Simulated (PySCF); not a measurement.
**Calculated properties of `O[C@]12C[C@@H]3[C@H](C1)[C@@H]32`**

C6H8O.
Atom-mapped SMILES: `[OH:1][C@:2]12[CH2:3][C@@H:4]3[C@H:5]([CH2:6]1)[C@H:7]23` (hydrogens: H8 on O1; H9, H10 on C3; H11 on C4; H12 on C5; H13, H14 on C6; H15 on C7)

Some functional groups and rings: alcohol, cyclopropane ring and cyclobutane ring.

**GFN2-xTB geometry**

```yaml
Rotational_constants_A_B_C_of_the_GFN2-xTB_geometry: 4.915, 3.069, 2.628 GHz
```

From CAM-B3LYP/def2-SVPD ground state and vertical TDDFT (core frozen in the response) (PySCF):

```yaml
Dipole_moment: 1.64 D
HOMO_energy: -8.62 eV
LUMO_energy: 1.23 eV
HOMO–LUMO_gap: 9.85 eV
Lowest_singlet_excitation: 6.79 eV (183 nm, f = 0.017)
Lowest_triplet_excitation_Tamm–Dancoff: 6.57 eV
Static_isotropic_polarisability: 65.1 au
Electronic_spatial_extent_⟨r²⟩_about_the_centre_of_nuclear_charge: 581 bohr²
```

Monoisotopic mass from the formula: 96.0575 u.

No computed singlet falls in the visible range (750 to 380 nm, 1.65 to 3.26 eV); S1 lies 3.53 eV above its blue end. The polarisability is 9.65 Å³ as a volume (1 au = 0.148185 Å³), or 1.25 au for each of the 52 electrons. The largest Löwdin shares of the HOMO are 0.28 on C7, 0.16 on C4, 0.11 on C6 and 0.11 on C5. With B = h/(8π²I), that is 505.379 GHz u Å² over I, the principal moments of inertia are 102.8, 164.6 and 192.3 u Å² (most abundant isotopes). The dipole equals about 5.5 × 10⁻³⁰ C·m (1 D = 3.33564 × 10⁻³⁰ C·m). The rotational constants make it an asymmetric top with κ = (2B − A − C)/(A − C) = -0.61, nearer the prolate limit (−1). The vertical singlet–triplet gap S1 − T1 is 0.22 eV (TDDFT singlet less Tamm–Dancoff triplet; S1: HOMO→LUMO, weight 0.52, beside HOMO−1→LUMO, weight 0.33; T1: HOMO→LUMO, weight 0.42, beside HOMO−1→LUMO, weight 0.37). In wavenumbers S1 is 54800 cm⁻¹ (1 eV = 8065.54 cm⁻¹).

Isolated species at its GFN2-xTB geometry (one conformer only).

Shape of the structure used: `[OH:1][C@:2]12[CH2:3][C@@H:4]3[C@H:5]([CH2:6]1)[C@H:7]23`: H–O1–C2–C3 180°.
